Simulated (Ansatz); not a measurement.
Diatomic CuN, multiplicity 3 (lowest of 2S+1 = 1, 3, 5 at CCSD(T)/def2-TZVPP on PBE0 minima; our sources give no spin for the ground state, which may be another). No spin–orbit coupling. Cu is treated without relativity.

Constants: fifth-degree fit in 1/R to seven points, most abundant isotopes. Runs in def2 and cc sets follow the lowest solution found near the PBE0 minimum.

Programs: Ansatz (Gaussian orbitals). 

Energies at wB97X-V/def2-TZVPP:

```tsv
R (Å)	E (hartree)
1.682625	-1694.96698115
1.727857	-1694.97022566
1.769471	-1694.97180557
1.816512	-1694.97229957
1.863553	-1694.97170912
1.917831	-1694.96999303
1.981156	-1694.96696137
```

Problem. With a reduced mass of 11.4543 u, find the minimum, the force constant and the constants.

Solution. A fifth-degree polynomial in 1/R puts the minimum at r_e = 1.8125 Å with force constant 217 N/m. Then ω_e = (1/2πc)√(k/μ) = 567 cm⁻¹ and B_e = h/(8π²cμr_e²) = 0.4480 cm⁻¹; the cubic and quartic terms give α_e = 0.0046 and ω_e x_e = 4.0 cm⁻¹.

Ansatz is a first-principles code.
